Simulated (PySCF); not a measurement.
Si(OSiH3)(F)2(Me) (CH6F2OSi2), SMILES C[Si](F)(F)O[SiH3].

Geometry: ωB97X-D3(BJ)/def2-SVP. Other conformers were not sampled.

The numbers are results of PBE/def2-TZVP (PySCF), not measurements.

Gas-phase values at a fixed geometry.

Q: Estimate the frontier levels, gap, dipole moment and polarisability. (The exact figures need the calculation; the answer reports its results.)

A: 
- highest occupied level = -7.78 eV
- lowest empty level = -0.91 eV
- orbital gap = 6.88 eV
- dipole moment = 1.81 D
- quadrupole, principal values (traceless, Buckingham form, about the centre of nuclear charge) = -4.38, -4.18, 8.55 D·Å
- mean static polarisability = 64.1 bohr³ (9.49 Å³)
- polarisability, principal values = 58.1, 60.3, 73.8 bohr³
